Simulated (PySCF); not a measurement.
Ga(Cl)2(Me) (CH3Cl2Ga), SMILES [CH3][Ga]([Cl])[Cl].

Coordinates come from a PBE-D3(BJ)/def2-SVP optimisation. The structure was generated by enumeration; whether it is a known compound was not checked.

These are TDA-PBE/def2-SVPD (PySCF) values and carry that method's errors.

Vertical excitations. Isolated molecule, no solvent.

```csv
state,energy (eV),λ (nm),f,main pairs
S1,5.48,226,0.000,HOMO→LUMO 97 %
S2,5.52,224,0.001,HOMO−1→LUMO 95 %
S3,5.67,219,0.011,HOMO→LUMO+1 87 %
S4,5.86,212,0.001,HOMO−2→LUMO+1 90 %
S5,5.88,211,0.085,HOMO−1→LUMO+1 85 %
S6,6.11,203,0.066,HOMO−2→LUMO 71 %
S7,6.33,196,0.036,HOMO−3→LUMO+1 86 %
S8,6.51,191,0.016,HOMO−3→LUMO 73 %
S9,6.74,184,0.008,HOMO−4→LUMO 90 %
S10,7.10,175,0.000,HOMO−5→LUMO 95 %
T1,5.27,235,0,"HOMO−1→LUMO+1 59 %, HOMO−1→LUMO 39 %"
T2,5.33,232,0,"HOMO−1→LUMO 60 %, HOMO−1→LUMO+1 39 %"
T3,5.35,232,0,"HOMO→LUMO 64 %, HOMO→LUMO+1 34 %"
T4,5.39,230,0,"HOMO→LUMO+1 63 %, HOMO→LUMO 34 %"
```
Triplets are in the Tamm–Dancoff approximation.
